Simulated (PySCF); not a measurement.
How methods differ on the ionisation energy of Pb²⁺

Pb²⁺ [Xe] 4f14 5d10 6s2 (1S) → Pb³⁺ [Xe] 4f14 5d10 6s1 (2S), as a difference of total energies. Calculation: PySCF 2.14, in aug-cc-pVTZ-PP with one added diffuse shell each of d, f type with ECP60MDF (6s5p5d3f, 67 functions); scalar relativity through the core potential. Correlated levels: valence: 5s2 5p6 5d10 frozen. The calculations carry no spin-orbit coupling.

```
           method  ionisation energy (eV)
              UHF                  29.771
    MP2 (valence)                  30.324
SCS-MP2 (valence)                  30.434
   CCSD (valence)                  30.509
```

Errors of the correlated levels include the incompleteness of this basis and the frozen core.

With two correlated electrons CCSD is exact in that space.

Which method comes closest to the reference value, and which is furthest?

The reference is 31.937 eV (measured; NIST Atomic Spectra Database, ionization energies). Closest: CCSD (valence) (error -1.428 eV); furthest: UHF (error -2.166 eV).
